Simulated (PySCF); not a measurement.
**Relaxation of singlet CrO₂(OH)₂**

Level of theory: PySCF, B3LYP, basis Cr def2-SVP, O def2-SVP, H def2-SVP (no relativity, density fitting). A (50,194) grid was used.

A start displaced from a saddle point along its imaginary mode, of C2 symmetry, held to at least that symmetry:

```xyz
7
charge 0 multiplicity 1, angstrom
Cr    0.0000    0.0000    0.0361
O     1.6175    0.0774   -0.1200
O    -1.6175   -0.0774   -0.1200
O    -0.1029    1.8014    0.0586
O     0.1029   -1.8014    0.0586
H     0.7843    2.2060    0.0445
H    -0.7843   -2.2060    0.0445
```

Task: What forces act on the atoms at the start (eV/Å)?

Result: 
| atom | Fx | Fy | Fz |
| --- | --- | --- | --- |
| Cr1 | 0.00 | 0.00 | 0.91 |
| O2 | -0.70 | -0.01 | -1.08 |
| O3 | 0.70 | 0.01 | -1.08 |
| O4 | 0.05 | 0.02 | 0.59 |
| O5 | -0.05 | -0.02 | 0.59 |
| H6 | -0.03 | 0.00 | 0.03 |
| H7 | 0.03 | 0.00 | 0.03 |

Task: What does it relax to?

Result: It ends at C2 with Cr–O 1.548 Å (×2), Cr–O 1.742 Å (×2), O–H 0.971 Å (×2); Cr–O–H 115.2° (×2), O–Cr–O 107.6° (×2), O–Cr–O 110.1° (×3), O–Cr–O 111.3° (after a last refinement on a finer grid). A frequency run shows a minimum. Other isomers or separated fragments may lie lower.

Task: How much energy is released, and in how many steps?

Result: 464.9 kJ/mol in 22 steps.

The relaxation took of the order of 2.6 core-minutes on a shared host.
